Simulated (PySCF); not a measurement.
Computed IR spectrum (relative IR intensity) of a molecule C₂H₅NOSi. Geometry optimised at B3LYP-D3(BJ)/def2-SVP. One conformer was computed; it need not be the lowest. All values below come from B3LYP-D3(BJ)/def2-SVP run with PySCF. Frequencies are harmonic and unscaled.

Lines under 2 % of the strongest are left out, and lines within 2 cm⁻¹ are merged.

```csv
ν (cm⁻¹),relative intensity
64,2.7
117,3.0
184,52
499,3.7
698,32
725,25
783,73
837,15
858,17
946,94
994,46
1184,23
1411,3.4
2231,100
2373,12
3881,49
```

Question: Pick the molecule that these values belong to.
A. C#C[Si@H](N)O
B. N#CC[SiH2]O
C. C[SiH2]OC#N
D. C[SiH2]N=C=O

Answer: B, N#CC[SiH2]O
